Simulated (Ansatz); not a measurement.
Reaction (ligand exchange at the Si–C bond): `O[SiH2]CCl` + `CC(=N)O` → `CC(=N)O[SiH2]O` + `CCl`

Computed with Ansatz on PBE0-D4/def2-TZVP structures; ΔE is electronic, products minus reactants. CCSD(T)/CBS adds triple-zeta CCSD(T) − MP2 to the extrapolated MP2 energy (def2 sets, frozen cores). This one scheme is used for every species. Each species was taken in one conformer, which may not be the lowest.

```csv
species,CCSD(T)/CBS(def2) energy (Eh)
`O[SiH2]CCl`,-865.14075
`CC(=N)O`,-208.98810
`CC(=N)O[SiH2]O`,-574.54046
`CCl`,-499.63220
```

Problem. Work out ΔE.

Solution. ΔE = (-574.54046) + (-499.63220) − (-865.14075) − (-208.98810) = -0.04381 Eh = -115.0 kJ/mol.

Largest T1 diagnostic among the species: 0.013.

In def2-TZVPP, CCSD(T) changes the Hartree–Fock value by +8.2 kJ/mol (the triples alone add +0.5 kJ/mol) and MP2 by +6.6 kJ/mol. From PBE to PBE0 (25 % exact exchange), in def2-TZVPP and without D4, ΔE moves by −4.7 kJ/mol.
